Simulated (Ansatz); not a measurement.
Born–Oppenheimer molecular dynamics of Cl3FH3NZr (9 atoms, charge 0, multiplicity 1). It starts at the highest image of a converged band, a first-order saddle point between two minima.

All numbers below come from RKS BLYP/def2-SVP in Ansatz 0.2.0.

```
ensemble                      : NVE (velocity Verlet)
time step                     : 0.5 fs
steps asked                   : 200
starting velocities drawn for : 100 K
seed                          : 2391
```

Frames 0.5 fs apart, positions in Å, forces in eV/Å.

Velocities at 20 fs (Å/ps):

```
Zr 0.36 -0.24 -0.89
F 2.22 1.42 0.83
Cl 0.53 -0.78 0.49
Cl -1.26 1.27 2.06
Cl -0.41 -1.66 0.17
N -2.40 2.08 -2.26
H 8.73 -1.86 2.64
H -1.88 -0.28 -6.29
H -8.02 9.98 4.00
```

```xyz
9
Properties=species:S:1:pos:R:3:forces:R:3 time_fs=20 energy_less_start_eV=0.030 T=67
Zr -0.251 0.372 -0.074 -0.12 -0.65 -0.48
F 0.077 1.092 1.680 0.01 0.09 0.43
Cl 1.860 -0.730 -0.314 -0.23 0.13 -0.01
Cl -0.441 2.450 -1.181 0.00 0.09 -0.12
Cl -1.597 -1.070 -1.593 0.23 0.25 0.24
N -2.111 -0.417 1.307 0.32 0.15 -0.12
H -2.309 -1.414 1.145 0.00 -0.05 0.07
H -2.964 0.084 1.018 -0.10 0.04 0.09
H -1.950 -0.241 2.313 -0.10 -0.05 -0.10
9
Properties=species:S:1:pos:R:3:forces:R:3 time_fs=20.5 energy_less_start_eV=0.030 T=67
Zr -0.251 0.372 -0.074 -0.12 -0.63 -0.45
F 0.078 1.093 1.681 0.01 0.08 0.40
Cl 1.861 -0.731 -0.314 -0.23 0.14 -0.01
Cl -0.442 2.451 -1.180 0.00 0.09 -0.13
Cl -1.597 -1.070 -1.593 0.23 0.25 0.24
N -2.113 -0.416 1.306 0.35 0.16 0.01
H -2.305 -1.415 1.146 -0.02 -0.02 0.07
H -2.965 0.084 1.015 -0.11 0.02 0.08
H -1.954 -0.236 2.315 -0.11 -0.08 -0.22
9
Properties=species:S:1:pos:R:3:forces:R:3 time_fs=21 energy_less_start_eV=0.031 T=66
Zr -0.251 0.372 -0.075 -0.12 -0.62 -0.42
F 0.079 1.094 1.681 0.00 0.06 0.37
Cl 1.861 -0.731 -0.314 -0.23 0.14 -0.01
Cl -0.442 2.452 -1.179 0.00 0.08 -0.13
Cl -1.597 -1.071 -1.593 0.23 0.25 0.25
N -2.114 -0.415 1.305 0.37 0.17 0.11
H -2.301 -1.416 1.147 -0.03 0.01 0.07
H -2.966 0.084 1.012 -0.11 0.00 0.07
H -1.958 -0.232 2.317 -0.11 -0.10 -0.32
9
Properties=species:S:1:pos:R:3:forces:R:3 time_fs=21.5 energy_less_start_eV=0.031 T=65
Zr -0.251 0.372 -0.075 -0.11 -0.60 -0.38
F 0.080 1.094 1.682 -0.01 0.05 0.34
Cl 1.861 -0.731 -0.314 -0.23 0.14 -0.01
Cl -0.443 2.452 -1.178 0.00 0.08 -0.13
Cl -1.597 -1.072 -1.592 0.24 0.25 0.25
N -2.115 -0.414 1.304 0.38 0.18 0.18
H -2.297 -1.417 1.149 -0.05 0.05 0.07
H -2.968 0.084 1.010 -0.10 -0.03 0.06
H -1.963 -0.227 2.317 -0.11 -0.12 -0.38
9
Properties=species:S:1:pos:R:3:forces:R:3 time_fs=22 energy_less_start_eV=0.032 T=65
Zr -0.251 0.372 -0.075 -0.11 -0.59 -0.35
F 0.081 1.095 1.682 -0.01 0.03 0.31
Cl 1.861 -0.732 -0.313 -0.23 0.14 -0.01
Cl -0.444 2.453 -1.177 0.00 0.08 -0.13
Cl -1.598 -1.073 -1.592 0.24 0.25 0.25
N -2.116 -0.413 1.303 0.37 0.18 0.21
H -2.292 -1.418 1.151 -0.06 0.08 0.07
H -2.970 0.083 1.007 -0.09 -0.06 0.05
H -1.968 -0.223 2.317 -0.10 -0.12 -0.40
9
Properties=species:S:1:pos:R:3:forces:R:3 time_fs=22.5 energy_less_start_eV=0.032 T=65
Zr -0.251 0.372 -0.076 -0.11 -0.57 -0.31
F 0.082 1.096 1.683 -0.02 0.02 0.27
Cl 1.861 -0.732 -0.313 -0.23 0.14 -0.01
Cl -0.444 2.454 -1.176 0.00 0.07 -0.13
Cl -1.598 -1.074 -1.592 0.24 0.26 0.25
N -2.117 -0.411 1.302 0.35 0.19 0.21
H -2.288 -1.419 1.153 -0.07 0.11 0.06
H -2.972 0.083 1.005 -0.07 -0.09 0.05
H -1.973 -0.219 2.316 -0.08 -0.12 -0.39
9
Properties=species:S:1:pos:R:3:forces:R:3 time_fs=23 energy_less_start_eV=0.031 T=66
Zr -0.250 0.371 -0.076 -0.11 -0.55 -0.27
F 0.084 1.097 1.684 -0.03 0.00 0.24
Cl 1.862 -0.732 -0.313 -0.23 0.14 -0.02
Cl -0.445 2.454 -1.175 0.00 0.07 -0.13
Cl -1.598 -1.074 -1.592 0.25 0.26 0.25
N -2.118 -0.410 1.301 0.32 0.19 0.17
H -2.285 -1.419 1.155 -0.09 0.13 0.06
H -2.974 0.083 1.002 -0.05 -0.11 0.04
H -1.978 -0.215 2.313 -0.06 -0.12 -0.34
9
Properties=species:S:1:pos:R:3:forces:R:3 time_fs=23.5 energy_less_start_eV=0.031 T=66
Zr -0.250 0.371 -0.077 -0.10 -0.53 -0.24
F 0.085 1.097 1.684 -0.03 -0.02 0.20
Cl 1.862 -0.733 -0.313 -0.24 0.14 -0.02
Cl -0.445 2.455 -1.174 0.00 0.07 -0.13
Cl -1.598 -1.075 -1.592 0.25 0.26 0.25
N -2.118 -0.409 1.300 0.28 0.18 0.10
H -2.281 -1.419 1.158 -0.10 0.14 0.05
H -2.976 0.082 1.000 -0.03 -0.14 0.03
H -1.984 -0.212 2.310 -0.03 -0.10 -0.25
9
Properties=species:S:1:pos:R:3:forces:R:3 time_fs=24 energy_less_start_eV=0.030 T=67
Zr -0.250 0.371 -0.078 -0.10 -0.51 -0.20
F 0.086 1.098 1.685 -0.04 -0.03 0.17
Cl 1.862 -0.733 -0.312 -0.24 0.14 -0.02
Cl -0.446 2.456 -1.173 0.00 0.06 -0.13
Cl -1.598 -1.076 -1.591 0.25 0.26 0.25
N -2.119 -0.408 1.299 0.24 0.18 0.01
H -2.278 -1.419 1.160 -0.11 0.14 0.04
H -2.979 0.081 0.998 -0.01 -0.16 0.02
H -1.989 -0.209 2.307 0.00 -0.08 -0.14
9
Properties=species:S:1:pos:R:3:forces:R:3 time_fs=24.5 energy_less_start_eV=0.030 T=67
Zr -0.250 0.371 -0.078 -0.10 -0.48 -0.16
F 0.087 1.099 1.686 -0.05 -0.05 0.13
Cl 1.862 -0.733 -0.312 -0.24 0.14 -0.02
Cl -0.447 2.456 -1.172 0.00 0.06 -0.13
Cl -1.598 -1.076 -1.591 0.25 0.26 0.25
N -2.120 -0.406 1.298 0.21 0.18 -0.09
H -2.275 -1.419 1.163 -0.12 0.13 0.02
H -2.981 0.080 0.996 0.01 -0.18 0.01
H -1.995 -0.206 2.303 0.04 -0.05 -0.01
9
Properties=species:S:1:pos:R:3:forces:R:3 time_fs=25 energy_less_start_eV=0.031 T=66
Zr -0.250 0.370 -0.079 -0.09 -0.46 -0.13
F 0.088 1.100 1.687 -0.06 -0.07 0.10
Cl 1.862 -0.734 -0.312 -0.24 0.14 -0.02
Cl -0.447 2.457 -1.171 0.00 0.05 -0.13
Cl -1.598 -1.077 -1.591 0.26 0.26 0.25
N -2.120 -0.405 1.297 0.17 0.18 -0.20
H -2.272 -1.418 1.165 -0.13 0.11 0.01
H -2.984 0.078 0.994 0.02 -0.19 0.00
H -2.000 -0.203 2.299 0.07 -0.02 0.12
9
Properties=species:S:1:pos:R:3:forces:R:3 time_fs=25.5 energy_less_start_eV=0.031 T=66
Zr -0.249 0.370 -0.079 -0.09 -0.44 -0.09
F 0.089 1.100 1.687 -0.07 -0.08 0.06
Cl 1.862 -0.734 -0.312 -0.24 0.14 -0.02
Cl -0.448 2.458 -1.170 0.00 0.05 -0.13
Cl -1.598 -1.078 -1.591 0.26 0.26 0.25
N -2.121 -0.404 1.296 0.15 0.18 -0.29
H -2.269 -1.417 1.168 -0.14 0.08 0.00
H -2.986 0.075 0.992 0.02 -0.19 -0.01
H -2.006 -0.200 2.295 0.10 0.01 0.24
```

Of the whole run (100 fs, mean temperature of the second half 67 K): The conserved energy stayed within 0.011 meV per atom of its start (net change 0.0047 meV per atom), so the integration is sound. A run of 0.1 ps of so small a system gives no equilibrium averages. The orbitals stay closed-shell, which can raise the energy where a bond breaks towards radicals; this wasn't checked here.

Run time: 5.7 min on 4 threads of Arm Neoverse V2, with other jobs on the host, peak memory 0.2 GiB.
